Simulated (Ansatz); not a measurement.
System: C3H9F3OSi2, charge 0, multiplicity 1. 
Coordinates optimised at B3LYP-D3(BJ)/def2-TZVP (Ansatz, a program for electronic structure):
```
Si
O 1 1.6721
Si 2 1.5829 1 149.83
F 3 1.5760 2 110.66 1 -178.87
F 3 1.5800 4 107.62 2 122.47
F 3 1.5801 4 107.63 5 115.04
C 1 1.8624 2 106.25 3 178.70
H 7 1.0919 1 111.02 2 -60.09
H 7 1.0919 8 107.97 1 -121.92
H 7 1.0926 8 107.90 9 -116.39
C 1 1.8651 2 107.62 3 -61.40
H 11 1.0919 1 111.11 2 -59.55
H 11 1.0922 12 107.84 1 -122.09
H 11 1.0926 12 107.88 13 -116.17
C 1 1.8652 2 107.64 3 58.80
H 15 1.0919 1 111.10 2 59.49
H 15 1.0922 16 107.83 1 122.10
H 15 1.0926 16 107.88 17 116.17
```
Charge 0, spin multiplicity 1.

Quantity: vertical triplet-singlet gap (E(triplet) - E(singlet); each state is the SCF solution reached for its spin), in kcal/mol. Correlated levels leave the core frozen unless marked. UHF or UKS for open shells. Spin-orbit coupling is left out. Non-relativistic. 

```json
[
 {"level": "HF/aug-cc-pV(D+d)Z", "program": "Ansatz", "vertical triplet-singlet gap (kcal/mol)": "176.5"},
 {"level": "HF/aug-cc-pV(T+d)Z", "program": "Ansatz", "vertical triplet-singlet gap (kcal/mol)": "175.2"},
 {"level": "SVWN5/def2-TZVPD", "program": "Ansatz", "vertical triplet-singlet gap (kcal/mol)": "157.0"},
 {"level": "PBE/def2-TZVPD", "program": "Ansatz", "vertical triplet-singlet gap (kcal/mol)": "157.6"},
 {"level": "B3LYP/def2-TZVPD", "program": "Ansatz", "vertical triplet-singlet gap (kcal/mol)": "169.4"},
 {"level": "PBE0/def2-TZVPD", "program": "Ansatz", "vertical triplet-singlet gap (kcal/mol)": "172.5"},
 {"level": "BHLYP/def2-TZVPD", "program": "Ansatz", "vertical triplet-singlet gap (kcal/mol)": "181.8"},
 {"level": "CAM-B3LYP/def2-TZVPD", "program": "Ansatz", "vertical triplet-singlet gap (kcal/mol)": "180.1"},
 {"level": "wB97M-V/def2-TZVPD", "program": "Ansatz", "vertical triplet-singlet gap (kcal/mol)": "184.8"},
 {"level": "B2PLYP/def2-TZVPD", "program": "Ansatz", "vertical triplet-singlet gap (kcal/mol)": "177.3"},
 {"level": "MP2/aug-cc-pV(D+d)Z", "program": "Ansatz", "vertical triplet-singlet gap (kcal/mol)": "185.2"},
 {"level": "RI-MP2/aug-cc-pV(T+d)Z", "program": "Ansatz", "vertical triplet-singlet gap (kcal/mol)": "187.2"},
 {"level": "CCSD/aug-cc-pV(D+d)Z", "program": "Ansatz", "vertical triplet-singlet gap (kcal/mol)": "181.0"},
 {"level": "CCSD(T)/aug-cc-pV(D+d)Z", "program": "Ansatz", "vertical triplet-singlet gap (kcal/mol)": "178.4"}
]
```
